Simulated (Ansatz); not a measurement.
BI2 (SMILES I[B]I), charge 0, multiplicity 2, relaxed at each level with Ansatz (a quantum-chemistry and plane-wave program); harmonic frequencies from differences of analytic forces, average atomic masses, frozen cores. Open shells are unrestricted. Elements past Kr take the def2 small-core potentials, without spin–orbit coupling.

```csv
level,I1–B2 (Å),B2–I3 (Å),I1–B2–I3 (°),dipole (D)
HF/def2-TZVPP,2.1102,2.1102,128.3,0.17
PBE/def2-TZVPP,2.1024,2.1024,128.4,0.70
r2SCAN/def2-TZVPP,2.0956,2.0956,128.2,0.57
B3LYP/def2-TZVPP,2.1039,2.1039,129.0,0.58
PBE0/def2-TZVPP,2.0875,2.0875,128.4,0.61
wB97X-V/def2-TZVPP,2.0859,2.0859,128.2,0.58
MP2/def2-TZVPP,2.0885,2.0885,128.5,0.64
CCSD(T)/def2-SVP,2.1115,2.1115,128.7,0.75
CCSD(T)/def2-TZVPP,2.1012,2.1012,128.7,0.65
```
